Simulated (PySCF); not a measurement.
C3H6Cl, doublet, geometry from GFN2-xTB; B3LYP/def2-SV(P) in PySCF.

PySCF was given this input:
```python
from pyscf import gto, scf, dft

mol = gto.Mole()
mol.atom = '''
    C     0.881968   -0.690356   -0.065206
    C     2.334461   -0.222895   -0.008719
    C    -0.045219    0.451333   -0.217277
    H     0.630046   -1.249113    0.840933
    H     0.771878   -1.394276   -0.906128
    H     3.000275   -1.075943    0.092328
    Cl   -1.689305    0.260271    0.153349
    H     2.596858    0.314490   -0.916533
    H     2.487241    0.439355    0.839254
    H     0.204635    1.312395   -0.809565
'''
mol.basis = 'def2-sv(p)'
mol.charge = 0
mol.spin = 1
mol.verbose = 4
mol.build()

mf = dft.UKS(mol)
mf.xc = 'b3lyp'
mf.damp = 0.5
mf.diis_start_cycle = 5
mf.kernel()
mf.analyze()
```

What the program printed (banner, timings and long lists left out):

```
PySCF version 2.14.0

[INPUT] verbose = 4
[INPUT] num. atoms = 10
[INPUT] num. electrons = 41
[INPUT] charge = 0
[INPUT] spin (= nelec alpha-beta = 2S) = 1
[INPUT] symmetry False subgroup None
[INPUT] Mole.unit = angstrom
[INPUT] Symbol           X                Y                Z      unit          X                Y                Z       unit  Magmom
[...]
nuclear repulsion = 150.550858791885
number of shells = 38
number of NR pGTOs = 132
number of NR cGTOs = 72
basis = def2-sv(p)
ecp = {}

******** <class 'pyscf.dft.uks.UKS'> ********
method = UKS
initial guess = minao
damping factor = 0.5
level_shift factor = 0
DIIS = <class 'pyscf.scf.diis.CDIIS'>
diis_start_cycle = 5
diis_space = 8
diis_damp = 0
SCF conv_tol = 1e-09
SCF conv_tol_grad = None
SCF max_cycles = 50
direct_scf = True
direct_scf_tol = 1e-13
number electrons alpha = 21  beta = 20
XC library pyscf.dft.libxc version 7.1.2
    S. Lehtola, C. Steigemann, M. J. T. Oliveira, and M. A. L. Marques,  SoftwareX 7, 1–5 (2018)
XC functionals = b3lyp
    P. J. Stephens, F. J. Devlin, C. F. Chabalowski, and M. J. Frisch,  J. Phys. Chem. 98, 11623 (1994)
radial grids:
    Treutler-Ahlrichs [JCP 102, 346 (1995); DOI:10.1063/1.469408] (M4) radial grids

becke partition: Becke, JCP 88, 2547 (1988); DOI:10.1063/1.454033
pruning grids: <function nwchem_prune>
grids dens level: 3
symmetrized grids: False
atomic radii adjust function: <function treutler_atomic_radii_adjust>
small_rho_cutoff = 0
Set gradient conv threshold to 3.16228e-05
tot grids = 120088
init E= -578.071793658242

cycle= 1 E= -577.816037235439  delta_E= 0.256  |g|= 0.218  |ddm|= 2.18
cycle= 2 E= -577.841764586311  delta_E= -0.0257  |g|= 0.0511  |ddm|= 0.25
cycle= 3 E= -577.843289003991  delta_E= -0.00152  |g|= 0.0233  |ddm|= 0.0529
cycle= 4 E= -577.843664351396  delta_E= -0.000375  |g|= 0.0133  |ddm|= 0.0255
cycle= 5 E= -577.843864476306  delta_E= -0.0002  |g|= 0.00323  |ddm|= 0.0287
cycle= 6 E= -577.843880207719  delta_E= -1.57e-05  |g|= 0.00128  |ddm|= 0.00766
cycle= 7 E= -577.843881949092  delta_E= -1.74e-06  |g|= 0.00113  |ddm|= 0.00329
cycle= 8 E= -577.843882693828  delta_E= -7.45e-07  |g|= 0.000177  |ddm|= 0.00143
cycle= 9 E= -577.843882715647  delta_E= -2.18e-08  |g|= 7.07e-05  |ddm|= 0.000314
cycle= 10 E= -577.843882718042  delta_E= -2.4e-09  |g|= 4.62e-05  |ddm|= 0.000158
cycle= 11 E= -577.843882719275  delta_E= -1.23e-09  |g|= 5.52e-06  |ddm|= 6.18e-05
[...]
converged SCF energy = -577.843882719306  <S^2> = 0.75389505  2S+1 = 2.0038913
Total Energy =                        -577.843882719306066
[...]
spin_pop of  2 C 3dxy     -0.00004
spin_pop of  2 C 3dyz     -0.00048
spin_pop of  2 C 3dz^2    -0.00042
spin_pop of  2 C 3dxz     -0.00017
spin_pop of  2 C 3dx2-y2    0.00001
spin_pop of  3 H 1s        0.01616
spin_pop of  3 H 2s        0.00015
spin_pop of  4 H 1s        0.05599
spin_pop of  4 H 2s        0.00073
spin_pop of  5 H 1s        0.00014
spin_pop of  5 H 2s        0.00003
spin_pop of  6 Cl 1s        0.00000
spin_pop of  6 Cl 2s       -0.00000
spin_pop of  6 Cl 3s        0.00093
spin_pop of  6 Cl 4s        0.00022
spin_pop of  6 Cl 2px      -0.00000
spin_pop of  6 Cl 2py       0.00000
spin_pop of  6 Cl 2pz       0.00000
spin_pop of  6 Cl 3px      -0.01290
spin_pop of  6 Cl 3py       0.02189
spin_pop of  6 Cl 3pz       0.08547
spin_pop of  6 Cl 4px       0.00012
spin_pop of  6 Cl 4py       0.00013
spin_pop of  6 Cl 4pz       0.00041
spin_pop of  6 Cl 3dxy      0.00041
spin_pop of  6 Cl 3dyz      0.00001
spin_pop of  6 Cl 3dz^2     0.00034
spin_pop of  6 Cl 3dxz      0.00194
spin_pop of  6 Cl 3dx2-y2   -0.00013
spin_pop of  7 H 1s       -0.00058
spin_pop of  7 H 2s        0.00003
spin_pop of  8 H 1s       -0.00011
spin_pop of  8 H 2s        0.00055
spin_pop of  9 H 1s       -0.02571
spin_pop of  9 H 2s        0.00017
 ** Mulliken Spin Density (per atom)  **
spin density of  0 C =     -0.04244
spin density of  1 C =      0.00968
spin density of  2 C =      0.88635
spin density of  3 H =      0.01631
spin density of  4 H =      0.05673
spin density of  5 H =      0.00017
spin density of  6 Cl =      0.09884
spin density of  7 H =     -0.00054
spin density of  8 H =      0.00044
spin density of  9 H =     -0.02554
 ** Mulliken pop alpha/beta on meta-lowdin orthogonal AOs **
 ** Mulliken pop       alpha | beta **
In total            21.00000 | 20.00000
 ** Mulliken atomic charges   ( Nelec_alpha | Nelec_beta ) **
charge of  0C =     -0.14652  (     3.05204      3.09448 )
charge of  1C =     -0.25730  (     3.13349      3.12381 )
charge of  2C =     -0.13241  (     3.50938      2.62303 )
charge of  3H =      0.09468  (     0.46082      0.44450 )
charge of  4H =      0.08796  (     0.48438      0.42766 )
charge of  5H =      0.09178  (     0.45420      0.45402 )
charge of  6Cl =     -0.01937  (     8.55910      8.46027 )
charge of  7H =      0.08614  (     0.45666      0.45720 )
charge of  8H =      0.08994  (     0.45525      0.45481 )
charge of  9H =      0.10510  (     0.43468      0.46022 )
Dipole moment(X, Y, Z, Debye):  1.15548, -0.19454, -0.40187
```
